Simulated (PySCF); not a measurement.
Si(Cl)(Me)(SiH3)2 (CH9ClSi3), SMILES C[Si]([SiH3])([SiH3])Cl. Heavy atoms are numbered as in [CH3:1][Si:2]([SiH3:3])([SiH3:4])[Cl:5]. Hydrogens are named by the atom that carries them.

Coordinates come from a PBE0-D3(BJ)/def2-SVP optimisation.

Level of theory: PBE0/pcSseg-1 (PySCF).

GIAO shieldings, no solvent; atoms alike by connectivity are averaged. δ = σ(ref) − σ: ¹³C against TMS (σ = 186.3 ppm); ²⁹Si against TMS (σ = 352.7 ppm); ³⁵Cl against HCl (σ = 945.9 ppm); ¹H against TMS (σ = 31.56 ppm), references at their B3LYP-D3(BJ)/def2-TZVP geometries, non-relativistic (without spin–orbit terms, shifts of atoms bonded to Cl or Br come out too high).

| nucleus | atoms | count | δ (ppm) |
|---|---|---|---|
| ¹³C | C1 (CH3) | 1 | 5.8 |
| ²⁹Si | Si2 | 1 | 20.1 |
| ²⁹Si | Si3 (SiH3) | 2 | -98.2 |
| ³⁵Cl | Cl5 | 1 | -37.4 |
| ¹H | H on Si3 | 6 | 3.92 |
| ¹H | H on C1 | 3 | 1.05 |
